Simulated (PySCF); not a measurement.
# Ne⁺: ionisation energy

Ne⁺ [He] 2s2 2p5 (2P) → Ne²⁺ [He] 2s2 2p4 (3P), as a difference of total energies. Calculation: PySCF 2.14, in aug-cc-pCVTZ-DK with one added diffuse shell each of s, p, d, f type (8s7p5d3f, 75 functions); the spin-free X2C one-electron Hamiltonian (Gaussian nucleus). Correlated levels: valence and next inner shell: nothing frozen. The calculations carry no spin-orbit coupling.

| method | ionisation energy (eV) | error (eV) |
| --- | --- | --- |
| UHF | 39.239 | -1.724 |
| MP2 (valence and next inner shell) | 40.782 | -0.181 |
| SCS-MP2 (valence and next inner shell) | 40.766 | -0.197 |
| CCSD (valence and next inner shell) | 40.707 | -0.256 |
| CCSD(T) (valence and next inner shell) | 40.743 | -0.220 |

Reference: 40.963 eV (measured; NIST Atomic Spectra Database, ionization energies).

Errors of the correlated levels include the incompleteness of this basis.
